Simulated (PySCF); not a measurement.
Electrostatic solvation of a mixed set.

Level: PBE0/pcSseg-1 in PySCF, non-relativistic, each on one gas-phase PBE0-D3(BJ)/def2-SVP geometry that isn't relaxed in the solvent. The solvent is an IEF-PCM continuum (van der Waals radii × 1.2). The model holds no explicit solvent molecules, cavitation or dispersion.

Question: Order them by E(solvent) − E(gas) in chloroform (ε = 4.711), most negative first (kJ/mol).
A. `[F:1][CH:2]([F:3])[C:4]1([C@H:5]2[CH2:6][NH:7]2)[CH2:8][CH2:9]1` with F1–C2–C4–C5 57°, C2–C4–C5–C6 91°
B. `B1Oc2ccccc2O1`
C. `[CH2:1]1[CH2:2][CH2:3][CH2:4][S:5][CH2:6][CH2:7]1` with C7–C1–C2–C3 92°, C1–C2–C3–C4 -70°, C2–C3–C4–S5 59°, C3–C4–S5–C6 -73° (thiepane)
D. `[CH3:1][O:2][BH:3][Cl:4]` with C1–O2–B3–Cl4 0°
E. `[CH3:1][C:2](=[O:3])[NH:4][SiH:5]1[CH2:6][SiH2:7][CH2:8]1` with C1–C2–N4–Si5 180°, C2–N4–Si5–C6 168°, N4–Si5–C6–Si7 -95°, Si5–C6–Si7–C8 -17°, C6–Si7–C8–Si5 17°, N4–Si5–C8–Si7 90°

Answer: E (-22.1), A (-18.7), B (-10.0), C (-9.1), D (-7.0).

| SMILES | charge | ΔE (kJ/mol) | polarisation term (kJ/mol) | HOMO shift (eV) | dipole gas (D) | dipole solvent (D) | atoms |
| --- | --- | --- | --- | --- | --- | --- | --- |
| CC(=O)N[SiH]1C[SiH2]C1 | 0 | -22.1 | -25.4 | -0.03 | 3.15 | 3.99 | 19 |
| FC(F)C1([C@H]2CN2)CC1 | 0 | -18.7 | -20.2 | +0.06 | 1.07 | 1.13 | 18 |
| B1Oc2ccccc2O1 | 0 | -10.0 | -10.7 | +0.01 | 1.30 | 1.58 | 14 |
| C1CCCSCC1 | 0 | -9.1 | -10.3 | -0.09 | 1.79 | 2.30 | 19 |
| COBCl | 0 | -7.0 | -7.6 | -0.05 | 1.92 | 2.20 | 8 |

The polarisation term is half the interaction of the solute with the induced surface charges.
